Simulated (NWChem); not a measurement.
System: C$_{3}$H$_{5}$Br; SMILES C/C=C\Br

Output (shortened):

```
             Northwest Computational Chemistry Package (NWChem) 7.3.0
             --------------------------------------------------------

 CS  symmetry detected

                             Geometry "geometry" -> ""
                             -------------------------

 Output coordinates in angstroms (scale by  1.889725989 to convert to a.u.)

  No.       Tag          Charge          X              Y              Z
 ---- ---------------- ---------- -------------- -------------- --------------
    1 C                    6.0000    -0.86345228     2.17684867     0.00000000
    2 C                    6.0000     0.55841332     1.74221965     0.00000000
    3 C                    6.0000     1.00736413     0.49966779     0.00000000
    4 Br                  35.0000    -0.11130332    -1.03403398     0.00000000
    5 H                    1.0000    -1.53902067     1.32545524     0.00000000
    6 H                    1.0000    -1.06437578     2.78848546    -0.87929930
    7 H                    1.0000    -1.06437578     2.78848546     0.87929930
    8 H                    1.0000     1.29608315     2.53530224     0.00000000
    9 H                    1.0000     2.05335441     0.24104423     0.00000000

 Effective nuclear repulsion energy (a.u.)     223.8288474815

      Symmetry information
      --------------------

 Group name             Cs
 Group number              2
 Group order               2
 No. of unique centers     8

                                Z-matrix (autoz)
                                --------

 Units are Angstrom for bonds and degrees for angles

      Type          Name      I     J     K     L     M      Value
      ----------- --------  ----- ----- ----- ----- ----- ----------
    1 Stretch                  1     2                       1.48681
    2 Stretch                  1     5                       1.08686
    3 Stretch                  1     6                       1.08979
    4 Stretch                  1     7                       1.08979
    5 Stretch                  2     3                       1.32117
    6 Stretch                  2     8                       1.08311
    7 Stretch                  3     4                       1.89833
    8 Stretch                  3     9                       1.07749
    9 Bend                     1     2     3               126.86257
   10 Bend                     1     2     8               115.92972
   11 Bend                     2     1     5               111.43440
   12 Bend                     2     1     6               109.90007
   13 Bend                     2     1     7               109.90007
   14 Bend                     2     3     4               124.02787
   15 Bend                     2     3     9               123.75345
   16 Bend                     3     2     8               117.20771
   17 Bend                     4     3     9               112.21867
   18 Bend                     5     1     6               108.96870
   19 Bend                     5     1     7               108.96870
   20 Bend                     6     1     7               107.57934
   21 Torsion                  1     2     3     4          -0.00000
   22 Torsion                  1     2     3     9         180.00000
   23 Torsion                  3     2     1     5           0.00000
   24 Torsion                  3     2     1     6        -120.89692
   25 Torsion                  3     2     1     7         120.89692
   26 Torsion                  4     3     2     8         180.00000
   27 Torsion                  5     1     2     8         180.00000
   28 Torsion                  6     1     2     8          59.10308
   29 Torsion                  7     1     2     8         -59.10308
   30 Torsion                  8     2     3     9           0.00000

                           NWChem Geometry Optimization
                           ----------------------------

 maximum gradient threshold         (gmax) =   0.000015
 rms gradient threshold             (grms) =   0.000010
 maximum cartesian step threshold   (xmax) =   0.000060
 rms cartesian step threshold       (xrms) =   0.000040
 fixed trust radius                (trust) =   0.300000
 source of zmatrix                         =   autoz

          -------------------
          Energy Minimization
          -------------------

 Using diagonal initial Hessian
 Scaling for Hessian diagonals: bonds = 1.00  angles = 0.25  torsions = 0.10

          --------
          Step   0

                                 NWChem DFT Module
                                 -----------------

 Summary of "ao basis" -> "ao basis" (spherical)
 ------------------------------------------------------------------------------
       Tag                 Description            Shells   Functions and Types
 ---------------- ------------------------------  ------  ---------------------
 C                          def2-svp                 6       14   3s2p1d
 Br                         def2-svp                12       32   5s4p3d
 H                          def2-svp                 3        5   2s1p

      Symmetry analysis of basis
      --------------------------

        a'         69
        a"         30

[...]

      ----------------------
      Optimization converged
      ----------------------

  Step       Energy      Delta E   Gmax     Grms     Xrms     Xmax
  ---- ---------------- -------- -------- -------- -------- --------
@    7   -2691.09345603 -4.8D-09  0.00001  0.00000  0.00001  0.00003
                                     ok       ok       ok       ok

                                Z-matrix (autoz)
                                --------

 Units are Angstrom for bonds and degrees for angles

      Type          Name      I     J     K     L     M      Value     Gradient
      ----------- --------  ----- ----- ----- ----- ----- ---------- ----------
    1 Stretch                  1     2                       1.49589   -0.00001
    2 Stretch                  1     5                       1.09860   -0.00000
    3 Stretch                  1     6                       1.10375   -0.00000
    4 Stretch                  1     7                       1.10375   -0.00000
    5 Stretch                  2     3                       1.33524    0.00001
    6 Stretch                  2     8                       1.09807   -0.00000
    7 Stretch                  3     4                       1.90517    0.00000
    8 Stretch                  3     9                       1.09094    0.00001
    9 Bend                     1     2     3               128.49905    0.00000
   10 Bend                     1     2     8               116.63563    0.00000
   11 Bend                     2     1     5               111.95235    0.00000
   12 Bend                     2     1     6               110.61731   -0.00000
   13 Bend                     2     1     7               110.61731   -0.00000
   14 Bend                     2     3     4               124.88661    0.00000
   15 Bend                     2     3     9               123.06050   -0.00000
   16 Bend                     3     2     8               114.86532   -0.00000
   17 Bend                     4     3     9               112.05290    0.00000
   18 Bend                     5     1     6               108.47386   -0.00000
   19 Bend                     5     1     7               108.47386   -0.00000
   20 Bend                     6     1     7               106.51927    0.00000
   21 Torsion                  1     2     3     4          -0.00000   -0.00000
   22 Torsion                  1     2     3     9         180.00000   -0.00000
   23 Torsion                  3     2     1     5           0.00000   -0.00000
   24 Torsion                  3     2     1     6        -121.10848    0.00000
   25 Torsion                  3     2     1     7         121.10848   -0.00000
   26 Torsion                  4     3     2     8         180.00000    0.00000
   27 Torsion                  5     1     2     8         180.00000   -0.00000
   28 Torsion                  6     1     2     8          58.89152    0.00000
   29 Torsion                  7     1     2     8         -58.89152   -0.00000
   30 Torsion                  8     2     3     9           0.00000   -0.00000

                         Geometry "geometry" -> "geometry"
                         ---------------------------------

 Output coordinates in angstroms (scale by  1.889725989 to convert to a.u.)

  No.       Tag          Charge          X              Y              Z
 ---- ---------------- ---------- -------------- -------------- --------------
    1 C                    6.0000    -0.87572733     2.19319734     0.00000000
    2 C                    6.0000     0.54686916     1.73069857     0.00000000
    3 C                    6.0000     1.01424522     0.47992889     0.00000000
    4 Br                  35.0000    -0.06825399    -1.08782912     0.00000000
    5 H                    1.0000    -1.58133901     1.35115308     0.00000000
    6 H                    1.0000    -1.08032001     2.82095024    -0.88449400
    7 H                    1.0000    -1.08032001     2.82095024     0.88449400
    8 H                    1.0000     1.31850392     2.51194311     0.00000000
    9 H                    1.0000     2.07902921     0.24248241     0.00000000

 Effective nuclear repulsion energy (a.u.)     221.1764907579

      Symmetry information
      --------------------

 Group name             Cs
 Group number              2
 Group order               2
 No. of unique centers     8

                Final and change from initial internal coordinates
                --------------------------------------------------

                                Z-matrix (autoz)
                                --------

 Units are Angstrom for bonds and degrees for angles

[...]
```

Level: B3LYP/def2-SVP. B3LYP is NWChem's, with the RPA form of VWN correlation.

### Question
Reconstruct the input file.

### Answer
Several could match; the one computed here: the input that was run:
```
start job
memory heap 200 mb stack 900 mb global 1100 mb
geometry units angstroms
  C     -2.302221    -0.655773    -0.694311
  C     -1.027220    -1.318771    -1.075638
  C      0.190970    -0.966872    -0.704596
  Br     0.571886     0.507127     0.429374
  H     -2.127391     0.196390    -0.042762
  H     -2.950957    -1.366040    -0.182183
  H     -2.825833    -0.316868    -1.587975
  H     -1.117344    -2.179930    -1.726345
  H      1.083827    -1.485635    -1.012286
end
basis spherical
  * library def2-svp
end
dft
  xc b3lyp
  iterations 150
end
driver
  maxiter 150
  tight
end
task dft optimize
```
